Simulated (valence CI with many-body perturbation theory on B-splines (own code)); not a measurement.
The numbers below are computed, except where a source is named.
Hg⁴⁹⁺: what the settings do

Method: relativistic CI+MBPT: three valence electrons over a frozen Dirac-Fock core [Ar] 3d10, radial functions for each j: 6 s, 6 p, 5 d, 3 f, 1 g, with the one-electron correlation potential Σ1 (screened to all orders), the two-electron term Σ2, the three-electron term Σ3, Breit, model QED; selected single and double excitations, second order for the rest, scaled by the run's own slope (own B-spline code, finite nucleus).

The last digits are not significant, and no measured levels were compared; by estimate large intervals hold to a few tenths of a per cent, small ones and those within an open d or f shell to about a per cent.

The reference run has the lowest level (4s^2 4p1/2) J=1/2 and an ionisation energy of 2816.22 eV. Its largest variational space holds 2753 state functions.

Levels are named by their leading jj configuration (3d3/2^4 stands for four electrons in 3d with j = 3/2), which in mixed levels can hold well under half, so a name can repeat and another be missing. Letters in brackets count levels of one name in rising energy.

Changed runs:
A. scale of Σ1 1 → 0
B. three-electron term on → off
C. correlating orbitals by l 3 3 3 2 1 → 4 4 3 0 0; Davidson tolerance 2e-05 → 0.0003
D. start configuration 4s2 4p1 → 4s2 5p1 (bad on purpose)

Excitation energies of the reference run in cm⁻¹, and shifts in cm⁻¹:

| Level | Reference | A | B | C |
| --- | --- | --- | --- | --- |
| (4s 4p1/2^2) J=1/2 | 908279 | +1112 | -55 | +59 |
| (4s^2 4p3/2) J=3/2 | 1201250 | -2589 | -13 | +31 |
| (4s 4p1/2 4p3/2) J=3/2 [a] | 1986360 | -1435 | -153 | -424 |
| (4s 4p1/2 4p3/2) J=5/2 | 2063630 | -1453 | -107 | +20 |
| (4s 4p1/2 4p3/2) J=3/2 [b] | 2170810 | -1435 | -47 | +370 |
| (4s 4p1/2 4p3/2) J=1/2 | 2190110 | -1471 | -19 | +381 |
| (4s^2 4d3/2) J=3/2 | 2676050 | -366 | -23 | +1047 |
| (4s^2 4d5/2) J=5/2 | 2908110 | -1448 | -68 | +730 |
| (4p1/2^2 4p3/2) J=3/2 | 3077240 | -304 | -115 | +109 |
| (4s 4p3/2^2) J=5/2 | 3248690 | -3898 | -66 | +265 |
| (4s 4p3/2^2) J=1/2 | 3390160 | -4053 | +11 | +706 |
| (4s 4p1/2 4d3/2) J=3/2 [a] | 3390600 | +867 | -230 | -54 |
| Ionisation energy (eV) | 2816.22 | -2.00 | +0.05 | -0.06 |

Run D: It gave no result: the start configuration must fill the lowest shells above the core. The program said: "5p is not the lowest shell of its kind above the core".
